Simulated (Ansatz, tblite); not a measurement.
Forces on Ge(iPr)2Cl2 (C₆H₁₄Cl₂Ge) at its PBE-D4/def2-SVP geometry. Total charge 0; singlet.

The xTB rows come from tblite.

GFN1-xTB (tblite), largest force 0.60 eV/Å:

```xyz
23
positions Å, forces eV/Å
Ge    0.428    0.565   -0.396    0.308    0.416   -0.293
C    -0.064   -1.130   -1.290   -0.291    0.266    0.205
C     0.448   -2.310   -0.453    0.138   -0.563   -0.089
C     0.444   -1.149   -2.735    0.142   -0.368   -0.333
H    -1.177   -1.123   -1.287    0.482   -0.285   -0.132
H     0.028   -2.314    0.575    0.159    0.136   -0.559
H     1.554   -2.289   -0.366   -0.584    0.017   -0.061
H     0.170   -3.275   -0.928    0.122    0.506    0.222
H     0.137   -2.087   -3.244    0.152    0.508    0.268
H     0.045   -0.295   -3.318    0.132   -0.411    0.342
H     1.551   -1.092   -2.767   -0.557   -0.049    0.030
C    -0.142    0.862    1.475    0.228   -0.377   -0.141
C    -1.666    0.716    1.571   -0.428    0.178    0.356
C     0.371    2.209    1.991   -0.162    0.351    0.361
H     0.350    0.037    2.038   -0.352    0.453    0.023
H    -2.018   -0.284    1.242    0.320    0.485    0.124
H    -2.181    1.477    0.949    0.298   -0.389    0.316
H    -2.006    0.857    2.619    0.202   -0.071   -0.524
H     0.083    2.355    3.054    0.167   -0.084   -0.564
H     1.474    2.280    1.921   -0.533   -0.118    0.034
H    -0.059    3.048    1.406    0.194   -0.428    0.297
Cl   -0.389    2.221   -1.586    0.269   -0.264    0.166
Cl    2.618    0.722   -0.473   -0.406    0.091   -0.045
```

GFN2-xTB (tblite), largest force 1.50 eV/Å:

```
Ge 0.782 1.045 -0.732
C -0.483 -0.638 -0.265
C 0.138 -0.507 -0.022
C 0.140 -0.299 -0.349
H 0.544 -0.227 -0.125
H 0.184 0.126 -0.627
H -0.658 0.067 -0.102
H 0.138 0.566 0.234
H 0.164 0.537 0.297
H 0.166 -0.458 0.414
H -0.642 -0.041 0.096
C -0.110 -0.171 0.817
C -0.422 0.132 0.283
C -0.102 0.357 0.323
H -0.340 0.491 -0.052
H 0.338 0.550 0.154
H 0.389 -0.419 0.342
H 0.232 -0.070 -0.580
H 0.168 -0.095 -0.605
H -0.620 -0.140 0.011
H 0.202 -0.535 0.300
Cl 0.219 -0.303 0.202
Cl -0.428 0.031 -0.012
```

PBE0-D4/def2-TZVP (Ansatz), largest force 0.54 eV/Å:

```
Ge 0.080 0.121 -0.087
C -0.231 0.047 0.031
C 0.107 -0.198 0.086
C 0.108 -0.004 -0.186
H 0.527 -0.025 -0.015
H 0.190 0.021 -0.498
H -0.530 -0.009 -0.055
H 0.122 0.468 0.206
H 0.136 0.434 0.257
H 0.181 -0.423 0.283
H -0.533 -0.048 0.020
C 0.133 -0.208 0.068
C -0.238 0.026 0.032
C 0.043 0.213 0.054
H -0.241 0.398 -0.238
H 0.191 0.470 0.154
H 0.253 -0.353 0.303
H 0.182 -0.060 -0.490
H 0.126 -0.086 -0.500
H -0.532 -0.042 0.048
H 0.189 -0.404 0.289
Cl 0.202 -0.337 0.234
Cl -0.464 -0.004 0.004
```
